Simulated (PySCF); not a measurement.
SMILES [GeH3][SiH2]B(O)O (H₇BGeO₂Si) at its GFN2-xTB optimised geometry (Å):

```
12

O      1.0172     1.6586     0.0000
B     -0.3339     1.6586     0.0000
O     -0.9579     2.8651     0.0000
Si    -1.0057    -0.1927     0.0010
Ge     1.0082    -1.3776     0.0182
H      1.4575     2.5115    -0.0007
H     -1.9120     2.8846     0.0004
H     -1.8437    -0.5783     1.1509
H     -1.8274    -0.5850    -1.1583
H      0.9317    -2.8846     0.0240
H      1.8973    -1.1033     1.1959
H      1.9120    -1.1125    -1.1501
```

Method: B3LYP/def2-TZVP in PySCF. Cells within 0.4 Å of a nucleus heavier than hydrogen are left out (blank, or x).

Map of the log10 of the electron density (e/bohr³), floored at −4 on the plane z = 0.0 Å:

```
|00000000000000000000000000000|
|00000000012222100000000000000|
|00000001223333211000000000000|
|00000012345554322111000000000|
|00000123456776432332210000000|
|00000134678x87544444320000000|
|00000135788xx7655665421000000|
|00000134677x87666786531000000|
|00000123456777678886531000000|
|0000001234567xx7xx86531000000|
|0000001234567x77xx86531000000|
|00000012345677667776431000000|
|00000123456676655654321000000|
|00000234456776654444321000000|
|00001234568xx6655444332100000|
|00001234568xx6666555432210000|
|00001234566776667766543210000|
|00001234455566679x86543210000|
|0000012344455567xx96543210000|
|00000012333445679986543210000|
|00000001222334567765432100000|
|00000000111234567765432100000|
|00000000001123467765421000000|
|00000000000123456654321000000|
|00000000000012345543210000000|
|00000000000001233332210000000|
|00000000000000122221100000000|
|00000000000000001110000000000|
|00000000000000000000000000000|
```
Scale: ten equal steps from -4.00 (start of '0') to 0.387 (end of '9'), in the order '0123456789'; x runs from -5.00 to 5.00, y from -5.00 (bottom) to 5.00 (top).
